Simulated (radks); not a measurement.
Question: Ionisation ladder of rubidium, from Rb I to Rb IV. Each ion is in the ground configuration listed by NIST, and IE = E(next ion) - E(this ion). Calculated with a radial shooting solver on a logarithmic mesh with Libxc functionals: Dirac Kohn-Sham, PBE, spin-unpolarised, spherical densities, finite nucleus; open shells fill j = l - 1/2 first; Fermi nuclear charge, rms radius 4.2036 fm.

species      configuration  IE, Delta-SCF (eV)  -e(HOMO) (eV)   HOMO  <r> HOMO (bohr)
Rb I              [Kr] 5s1                   ?          2.231  5s1/2             5.25
Rb II                 [Kr]              27.289         21.361  4p3/2             1.73
Rb III   [Ar] 3d10 4s2 4p5                   ?         33.385  4p3/2             1.65
Rb IV    [Ar] 3d10 4s2 4p4              53.122         46.323  4p3/2             1.58

Estimate the withheld Delta-SCF values.

Answer: Rb I: 4.153 eV (NIST 4.177); Rb III: 39.784 eV (NIST 39.247).

Beside tabulated values, note that spin-unpolarised runs miss the spin-polarisation part of the exchange energy of open shells.
